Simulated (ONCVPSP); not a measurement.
# Reading a pseudo-wave (zinc)

Columns: radius, all-electron u(r) and pseudo u(r) of the 3p shell (level -84.02 eV) of zinc in the configuration [Ne] 3s2 3p6 3d10 4s1.75 4p0.25; PBE, scalar-relativistic, ONCV scheme, ONCVPSP 4.0.1.

| r (bohr) | all-electron | pseudo |
| --- | --- | --- |
| 0.075 | -0.5443 | 0.0569 |
| 0.150 | -0.6156 | 0.2150 |
| 0.225 | -0.1800 | 0.4424 |
| 0.300 | 0.3640 | 0.6953 |
| 0.375 | 0.8090 | 0.9297 |
| 0.450 | 1.0979 | 1.1111 |
| 0.525 | 1.2417 | 1.2204 |
| 0.600 | 1.2765 | 1.2558 |
| 0.675 | 1.2378 | 1.2273 |
| 0.750 | 1.1555 | 1.1530 |
| 0.825 | 1.0510 | 1.0517 |
| 0.900 | 0.9382 | 0.9392 |
| 0.975 | 0.8261 | 0.8264 |
| 1.050 | 0.7200 | 0.7199 |
| 1.125 | 0.6225 | 0.6223 |
| 1.200 | 0.5349 | 0.5348 |
| 1.275 | 0.4574 | 0.4573 |
| 1.350 | 0.3896 | 0.3895 |
| 1.425 | 0.3308 | 0.3307 |
| 1.500 | 0.2800 | 0.2800 |
| 1.575 | 0.2366 | 0.2366 |
| 1.650 | 0.1995 | 0.1995 |
| 1.725 | 0.1680 | 0.1680 |
| 1.800 | 0.1413 | 0.1413 |
| 1.875 | 0.1187 | 0.1187 |
| 1.950 | 0.0996 | 0.0996 |

(1) How many radial nodes do the two functions have?

(2) At about which radius was the pseudo-wave matched?

(3) Where does each function peak?

(4) Is the pseudo-wave norm-conserving?

Answers

(1) The all-electron 3p function has n − l − 1 = 1; the pseudo-wave has 0, since the states of the same l below it are removed with the core.

(2) 1.10 bohr. The columns agree to 0.0005 from 0.97 bohr on; several derivatives are matched, so the curves merge somewhat inside the radius.

(3) Outermost all-electron maximum near 0.60 bohr, pseudo maximum near 0.60 bohr (to the table’s step).

(4) Yes: the ONCV scheme keeps the norm inside the radius equal to the all-electron one, which fixes the energy derivative of the logarithmic derivative at the level.
